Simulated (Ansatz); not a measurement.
Wavefunction ladder for C2H8B2Si (`BC1(B)C[SiH2]1`)

| atom | x (Å) | y (Å) | z (Å) |
| --- | --- | --- | --- |
| B1 | 1.3138 | -1.0286 | 0.1096 |
| C2 | -0.0942 | -0.4942 | -0.1480 |
| B3 | -0.5379 | -0.1715 | -1.5740 |
| C4 | -1.0146 | -0.1653 | 1.0314 |
| Si5 | 0.0516 | 1.2578 | 0.5840 |
| H6 | 2.0971 | -1.0943 | -0.7911 |
| H7 | 1.6460 | -1.3733 | 1.2122 |
| H8 | -1.6701 | 0.1612 | -1.8027 |
| H9 | 0.2504 | -0.2395 | -2.4700 |
| H10 | -0.7968 | -0.6797 | 1.9626 |
| H11 | -2.0731 | -0.0885 | 0.8015 |
| H12 | 1.2869 | 1.5535 | 1.3361 |
| H13 | -0.4591 | 2.3624 | -0.2516 |

The species carries charge 0 and has multiplicity 1. The geometry is a stationary point of PBE0-D4/def2-TZVP. Frozen core, restricted reference, Ansatz 0.2.0. CBS rows extrapolate triple and quadruple zeta; past MP2 they add the triple-zeta difference.

```csv
basis,HF (Eh),MP2 corr.,CCSD corr.,(T),CCSD(T) total
def2-TZVPP,?,?,?,-0.03169,?
def2-QZVPP,-418.70388,-0.71084,–,–,–
CBS(def2),-418.70597,-0.74202,?,as TZ,?
```

Question: Fill in the withheld values. (Best estimate.)

Answer: Ansatz gave: def2-TZVPP HF (Eh): -418.68871; def2-TZVPP MP2 corr.: -0.66874; def2-TZVPP CCSD corr.: -0.72282; def2-TZVPP CCSD(T) total: -419.44322; CBS(def2) CCSD corr.: -0.79610; CBS(def2) CCSD(T) total: -419.53376.
